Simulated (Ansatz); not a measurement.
Consider the cleavage of the Si–Ge bond: `O[SiH2][GeH2][SH]` + `[NH2][GeH2][OH]` → `O[SiH2][NH][GeH2][OH]` + `[SH][GeH3]`.

Gas-phase electronic energies from Ansatz, PBE0-D4/def2-TZVP geometries. CCSD(T)/CBS adds triple-zeta CCSD(T) − MP2 to the extrapolated MP2 energy (def2 sets, frozen cores). Functionals use def2-TZVPP. B3LYP here is the variant with VWN-RPA as its local correlation; programs differ in this. For Ge outer-core shells are correlated without core-valence functions, which leaves a few kJ/mol of doubt a bond. Scalar relativity is left out up to krypton. Each species was taken in one conformer, which may not be the lowest.

```json
{"level": "r2SCAN-D4", "ΔE (kcal/mol)": "-18.2", "difference from CCSD(T)/CBS": "0.7"}
{"level": "PBE0-D4", "ΔE (kcal/mol)": "-16.5", "difference from CCSD(T)/CBS": "2.4"}
{"level": "B3LYP-D4", "ΔE (kcal/mol)": "-18.4", "difference from CCSD(T)/CBS": "0.5"}
{"level": "ωB97X-V", "ΔE (kcal/mol)": "-19.0", "difference from CCSD(T)/CBS": "-0.1"}
{"level": "ωB97M-V", "ΔE (kcal/mol)": "-19.8", "difference from CCSD(T)/CBS": "-0.9"}
{"level": "B2PLYP", "ΔE (kcal/mol)": "-18.9", "difference from CCSD(T)/CBS": "0.0"}
{"level": "PBE", "ΔE (kcal/mol)": "-14.5", "difference from CCSD(T)/CBS": "4.4"}
{"level": "r2SCAN", "ΔE (kcal/mol)": "-18.1", "difference from CCSD(T)/CBS": "0.8"}
{"level": "PBE0", "ΔE (kcal/mol)": "-16.0", "difference from CCSD(T)/CBS": "2.9"}
{"level": "B3LYP", "ΔE (kcal/mol)": "-17.3", "difference from CCSD(T)/CBS": "1.6"}
{"level": "HF/def2-TZVPP", "ΔE (kcal/mol)": "-20.6", "difference from CCSD(T)/CBS": "-1.7"}
{"level": "MP2/def2-TZVPP", "ΔE (kcal/mol)": "-20.5", "difference from CCSD(T)/CBS": "-1.6"}
{"level": "SCS-MP2/def2-TZVPP", "ΔE (kcal/mol)": "-20.5", "difference from CCSD(T)/CBS": "-1.6"}
{"level": "HF/def2-QZVPP", "ΔE (kcal/mol)": "-20.8", "difference from CCSD(T)/CBS": "-1.9"}
{"level": "SCS-MP2/def2-QZVPP", "ΔE (kcal/mol)": "-20.2", "difference from CCSD(T)/CBS": "-1.3"}
{"level": "MP2/CBS(def2)", "ΔE (kcal/mol)": "-19.8", "difference from CCSD(T)/CBS": "-0.9"}
{"level": "CCSD(T)/CBS", "ΔE (kcal/mol)": "-18.9", "difference from CCSD(T)/CBS": "0"}
```

Largest T1 diagnostic among the species: 0.012.

From PBE to PBE0 (25 % exact exchange), in def2-TZVPP and without D4, ΔE moves by −1.5 kcal/mol. The D4 term adds −1.1 kcal/mol with B3LYP and −0.5 kcal/mol with PBE0; it sums over pairs of atoms, weighted by their polarisabilities, and B3LYP, whose exchange is more repulsive, gets the larger term.
